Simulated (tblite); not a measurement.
Record of a relaxation.

Compound: C₅H₉NSi.
Numbering: `[CH2:1]=[CH:2]/[N:3]=[CH:4]/[C:5](=[CH2:6])[SiH3:7]` (hydrogens: H8, H9 on C1; H10 on C2; H11 on C4; H12, H13 on C6; H14, H15, H16 on Si7)

Computed with GFN2-xTB (tblite), gas phase: L-BFGS steps from a force-field or distance-geometry start until the largest atomic force falls under 0.01 eV/Å. 10 of its 50 geometries are shown.

Step 0: E = -540.2396 eV, largest atomic force 2.078 eV/Å
```
atom  x, y, z in Å  |  force x, y, z in eV/Å
C1      3.248    0.925    0.373   -0.353   0.120  -0.033
C2      2.294   -0.016    0.361    1.333   0.269   0.200
N3      0.985    0.295    0.264   -1.708  -0.857  -0.169
C4      0.140   -0.681    0.258   -0.509   0.304   0.094
C5     -1.337   -0.529    0.163    1.552  -1.380   0.077
C6     -2.074   -1.654    0.175    0.087   0.245   0.077
Si7    -2.026    1.171   -0.004   -0.611   1.608   0.067
H8      4.295    0.679    0.466   -0.192   0.032  -0.031
H9      2.974    1.971    0.290    0.127  -0.276   0.016
H10     2.599   -1.064    0.463   -0.155  -0.088  -0.052
H11     0.488   -1.737    0.356   -0.069   0.365  -0.073
H12    -1.626   -2.643    0.273   -0.117   0.274  -0.047
H13    -3.159   -1.629    0.113    0.357   0.028  -0.001
H14    -3.505    1.072   -0.098    0.239  -0.076   0.018
H15    -1.569    1.849   -1.240    0.014  -0.220   0.309
H16    -1.735    1.998    1.210    0.003  -0.348  -0.453
```

Step 5: E = -540.3686 eV, largest atomic force 0.160 eV/Å
```
atom  x, y, z in Å  |  force x, y, z in eV/Å
C1      3.234    0.930    0.373    0.046   0.153   0.005
C2      2.296   -0.011    0.370   -0.053  -0.137  -0.014
N3      0.954    0.270    0.257   -0.042   0.077   0.020
C4      0.127   -0.699    0.266   -0.008   0.030  -0.042
C5     -1.306   -0.536    0.159    0.087  -0.086   0.026
C6     -2.059   -1.643    0.182   -0.013   0.007  -0.011
Si7    -2.038    1.206    0.000    0.021  -0.076  -0.033
H8      4.280    0.684    0.464   -0.122   0.004  -0.011
H9      2.978    1.972    0.289   -0.029  -0.007  -0.006
H10     2.586   -1.066    0.459   -0.057   0.018  -0.003
H11     0.489   -1.736    0.354   -0.014  -0.130   0.022
H12    -1.632   -2.634    0.271    0.044   0.045   0.007
H13    -3.133   -1.617    0.112   -0.015   0.097  -0.011
H14    -3.496    1.063   -0.096   -0.015  -0.053   0.008
H15    -1.561    1.839   -1.225    0.087   0.016  -0.023
H16    -1.728    1.985    1.191    0.084   0.043   0.066
```

Step 11: E = -540.3785 eV, largest atomic force 0.114 eV/Å
```
atom  x, y, z in Å  |  force x, y, z in eV/Å
C1      3.215    0.942    0.373    0.006   0.018  -0.013
C2      2.285   -0.008    0.368    0.001  -0.041   0.024
N3      0.944    0.267    0.260   -0.038   0.012  -0.028
C4      0.132   -0.713    0.263   -0.105   0.034   0.029
C5     -1.296   -0.543    0.160   -0.022   0.060  -0.017
C6     -2.059   -1.640    0.180   -0.032  -0.009   0.007
Si7    -2.022    1.201    0.001    0.028  -0.019  -0.026
H8      4.256    0.688    0.461    0.015   0.048  -0.002
H9      2.958    1.983    0.286   -0.036  -0.020   0.004
H10     2.568   -1.064    0.457    0.038   0.037  -0.004
H11     0.486   -1.754    0.356    0.054  -0.034  -0.009
H12    -1.625   -2.627    0.273   -0.095  -0.014  -0.010
H13    -3.133   -1.584    0.108    0.026  -0.050   0.003
H14    -3.486    1.042   -0.092    0.100   0.000   0.008
H15    -1.530    1.837   -1.220    0.025  -0.019   0.028
H16    -1.699    1.984    1.192    0.035  -0.004   0.005
```

Step 16: E = -540.3886 eV, largest atomic force 0.159 eV/Å
```
atom  x, y, z in Å  |  force x, y, z in eV/Å
C1      3.187    0.959    0.367   -0.056  -0.013   0.022
C2      2.268   -0.001    0.368    0.007   0.035  -0.022
N3      0.922    0.261    0.257    0.043  -0.081   0.037
C4      0.120   -0.728    0.270    0.142  -0.057  -0.044
C5     -1.302   -0.556    0.159    0.038  -0.044   0.024
C6     -2.082   -1.640    0.177    0.001  -0.017   0.019
Si7    -1.973    1.200    0.003    0.033   0.050   0.047
H8      4.234    0.722    0.457   -0.038   0.069  -0.014
H9      2.901    1.991    0.284    0.026   0.049  -0.011
H10     2.568   -1.050    0.455   -0.006  -0.035   0.004
H11     0.495   -1.766    0.355   -0.039   0.036   0.016
H12    -1.666   -2.632    0.273   -0.047  -0.069  -0.004
H13    -3.151   -1.569    0.103   -0.058  -0.030  -0.013
H14    -3.424    1.013   -0.083   -0.104   0.089  -0.020
H15    -1.466    1.827   -1.211    0.034   0.020  -0.050
H16    -1.638    1.977    1.192    0.024  -0.002   0.009
```

Step 22: E = -540.4036 eV, largest atomic force 0.162 eV/Å
```
atom  x, y, z in Å  |  force x, y, z in eV/Å
C1      3.134    1.006    0.365    0.020  -0.016  -0.039
C2      2.257    0.006    0.365   -0.058   0.008   0.030
N3      0.905    0.222    0.264   -0.074   0.103  -0.055
C4      0.120   -0.779    0.266   -0.050  -0.009   0.095
C5     -1.305   -0.594    0.166    0.030  -0.058  -0.027
C6     -2.118   -1.656    0.180   -0.014  -0.003  -0.036
Si7    -1.897    1.201    0.011   -0.021  -0.135  -0.031
H8      4.190    0.816    0.443    0.008   0.019   0.011
H9      2.820    2.032    0.275   -0.045  -0.093   0.018
H10     2.574   -1.040    0.454    0.126   0.077  -0.003
H11     0.506   -1.806    0.361   -0.031  -0.107  -0.025
H12    -1.757   -2.674    0.269    0.051   0.101  -0.001
H13    -3.188   -1.556    0.093    0.045   0.049   0.028
H14    -3.362    1.051   -0.082    0.056   0.152  -0.009
H15    -1.357    1.814   -1.205   -0.034  -0.052   0.067
H16    -1.529    1.967    1.201   -0.008  -0.036  -0.024
```

Step 27: E = -540.4246 eV, largest atomic force 0.102 eV/Å
```
atom  x, y, z in Å  |  force x, y, z in eV/Å
C1      3.062    1.064    0.352   -0.054   0.003   0.004
C2      2.231    0.024    0.366    0.040  -0.022  -0.033
N3      0.869    0.169    0.265    0.060  -0.063   0.054
C4      0.114   -0.859    0.283    0.005   0.020  -0.080
C5     -1.306   -0.657    0.169   -0.023   0.069   0.020
C6     -2.166   -1.678    0.172    0.031   0.035   0.019
Si7    -1.799    1.167    0.019    0.013   0.062   0.004
H8      4.130    0.943    0.429   -0.079  -0.051   0.000
H9      2.691    2.069    0.267   -0.059   0.006  -0.005
H10     2.618   -0.997    0.451    0.024   0.007   0.012
H11     0.506   -1.887    0.365   -0.012   0.064   0.025
H12    -1.852   -2.709    0.265    0.025   0.012  -0.007
H13    -3.228   -1.512    0.088    0.013  -0.030  -0.005
H14    -3.267    1.171   -0.086    0.014   0.021   0.005
H15    -1.222    1.773   -1.175    0.012  -0.060  -0.061
H16    -1.388    1.928    1.196   -0.008  -0.072   0.049
```

Step 33: E = -540.4343 eV, largest atomic force 0.072 eV/Å
```
atom  x, y, z in Å  |  force x, y, z in eV/Å
C1      2.995    1.105    0.344    0.010  -0.033   0.015
C2      2.219    0.025    0.362   -0.021   0.005   0.018
N3      0.855    0.130    0.272   -0.004  -0.007  -0.033
C4      0.106   -0.901    0.281    0.043   0.001   0.037
C5     -1.311   -0.676    0.172    0.020  -0.006  -0.011
C6     -2.191   -1.678    0.173    0.002   0.006  -0.007
Si7    -1.727    1.165    0.023    0.020   0.026   0.020
H8      4.064    1.013    0.418    0.023   0.068  -0.008
H9      2.573    2.091    0.259    0.000  -0.031  -0.003
H10     2.659   -0.973    0.452   -0.052  -0.018  -0.007
H11     0.501   -1.926    0.371   -0.040   0.017  -0.014
H12    -1.901   -2.716    0.259    0.049  -0.010   0.005
H13    -3.247   -1.492    0.085   -0.041  -0.004   0.005
H14    -3.191    1.248   -0.085   -0.022   0.008  -0.003
H15    -1.121    1.720   -1.182    0.011  -0.010  -0.035
H16    -1.290    1.876    1.221    0.002  -0.013   0.022
```

Step 38: E = -540.4365 eV, largest atomic force 0.040 eV/Å
```
atom  x, y, z in Å  |  force x, y, z in eV/Å
C1      2.995    1.101    0.347    0.010   0.016  -0.010
C2      2.219    0.021    0.364    0.008  -0.019  -0.008
N3      0.856    0.130    0.268   -0.008   0.026   0.009
C4      0.105   -0.899    0.283   -0.034   0.009  -0.018
C5     -1.312   -0.672    0.171   -0.009   0.005   0.000
C6     -2.189   -1.676    0.172    0.001  -0.008   0.002
Si7    -1.723    1.171    0.024   -0.019  -0.020  -0.013
H8      4.065    1.028    0.417    0.003   0.006   0.007
H9      2.564    2.083    0.258   -0.010  -0.001   0.002
H10     2.651   -0.980    0.452   -0.009  -0.019   0.004
H11     0.492   -1.925    0.371    0.004  -0.016   0.007
H12    -1.887   -2.711    0.259    0.000   0.014  -0.001
H13    -3.248   -1.496    0.087    0.027  -0.015   0.003
H14    -3.190    1.258   -0.086    0.028   0.010   0.001
H15    -1.118    1.709   -1.192   -0.002   0.004   0.026
H16    -1.289    1.865    1.232    0.008   0.007  -0.012
```

Step 44: E = -540.4369 eV, largest atomic force 0.014 eV/Å
```
atom  x, y, z in Å  |  force x, y, z in eV/Å
C1      2.990    1.103    0.345   -0.002  -0.005   0.007
C2      2.218    0.019    0.363   -0.004   0.004  -0.003
N3      0.855    0.129    0.268   -0.003  -0.009  -0.002
C4      0.104   -0.899    0.281   -0.007  -0.004  -0.002
C5     -1.313   -0.673    0.170   -0.009   0.003   0.003
C6     -2.189   -1.678    0.173    0.003  -0.005  -0.003
Si7    -1.719    1.170    0.024    0.009   0.009  -0.001
H8      4.061    1.038    0.417   -0.003  -0.006   0.000
H9      2.553    2.082    0.258   -0.003  -0.013  -0.003
H10     2.648   -0.983    0.452    0.000   0.014   0.000
H11     0.489   -1.927    0.371    0.008   0.002   0.001
H12    -1.886   -2.712    0.259    0.008  -0.003   0.002
H13    -3.248   -1.500    0.087    0.005  -0.006   0.002
H14    -3.182    1.270   -0.086   -0.014   0.001   0.000
H15    -1.110    1.707   -1.188    0.007   0.009  -0.002
H16    -1.280    1.863    1.230    0.006   0.007   0.001
```

Step 49: E = -540.4371 eV, largest atomic force 0.009 eV/Å
```
atom  x, y, z in Å  |  force x, y, z in eV/Å
C1      2.989    1.102    0.345   -0.002   0.000   0.000
C2      2.216    0.018    0.363   -0.003   0.000  -0.001
N3      0.854    0.129    0.266   -0.003  -0.001   0.001
C4      0.102   -0.899    0.281    0.003  -0.003  -0.003
C5     -1.314   -0.672    0.170    0.002  -0.001   0.001
C6     -2.188   -1.680    0.173   -0.002   0.002   0.001
Si7    -1.719    1.172    0.024    0.000   0.002   0.001
H8      4.059    1.037    0.419    0.000  -0.001   0.002
H9      2.548    2.079    0.257    0.005   0.007  -0.001
H10     2.646   -0.984    0.453    0.001  -0.002   0.001
H11     0.490   -1.925    0.371   -0.004  -0.003   0.001
H12    -1.880   -2.713    0.260    0.005   0.002   0.000
H13    -3.247   -1.506    0.088   -0.007  -0.006   0.000
H14    -3.183    1.272   -0.086    0.007   0.002   0.001
H15    -1.106    1.711   -1.187   -0.001   0.001  -0.001
H16    -1.275    1.866    1.229   -0.002  -0.001  -0.001
```

Task: Summarise the path.

Result: The energy falls by 4.55 kcal/mol from step 0 to step 49; nine tenths of that is first reached at step 25. It falls at every step. The largest force goes from 2.078 to 0.009 eV/Å. Among the bonds C5–Si7 changes most, from 1.841 to 1.894 Å; the atoms move by 0.302 Å rms after alignment.

What follows is the cost of the whole relaxation. Hardware: one thread of an Intel Xeon at 2.50 GHz, shared host with 64 logical CPUs at a one-minute load of 62. Cost: 1.0 s of wall time.
